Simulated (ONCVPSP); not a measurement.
**Transferability test, ONCV potential for ruthenium**

Ru, optimised norm-conserving Vanderbilt (ONCV), made with ONCVPSP 4.0.1 (PBEsol, scalar-relativistic). Core [Ar] 3d10 4s2, reference 4p6 4d7 5s1. Waves: 5s: rc 2.70 bohr, ncon 4, nbas 8, qcut 2.5 1/bohr, 2 projectors, debl 1 Ha; 4p: rc 1.60 bohr, ncon 4, nbas 7, qcut 8.3 1/bohr, 1 projector; 4d: rc 1.45 bohr, ncon 3, nbas 7, qcut 6.5 1/bohr, local. Local part: the d channel. Core correction: Teter function, fcfact 4, rcfact 1.15.

Energies are relative to the spin-unpolarised reference configuration 4p6 4d7 5s1; without spin polarisation the order of configurations can differ from experiment.

| valence configuration | charge | ΔE all-electron (eV) | error AE − PS (meV) |
| --- | --- | --- | --- |
| 4p6 4d7 5s0 | +1 | 7.300 | -11 |
| 4p6 4d7 5s0.5 | +0.5 | 2.875 | -2.6 |

Problem. What are ΔE and the potential's error for 4p6 4d5 5s0?

Solution. ΔE = 56.094 eV all-electron; the error (AE − PS) is +20 meV.

Problem. What are ΔE and the potential's error for 4p6 4d6 5s0?

Solution. ΔE = 25.484 eV all-electron; the error (AE − PS) is +2.7 meV.

Levels in the configuration 4p6 4d5 5s0:

```tsv
level	all-electron (eV)	pseudo (eV)
4p	-80.663	-80.629
4d	-37.334	-37.311
```

Note: ghosts flagged at negative energy: s at -41.9 eV; no localised positive-energy state flagged. A true bound ghost makes a file unfit for plane-wave use.
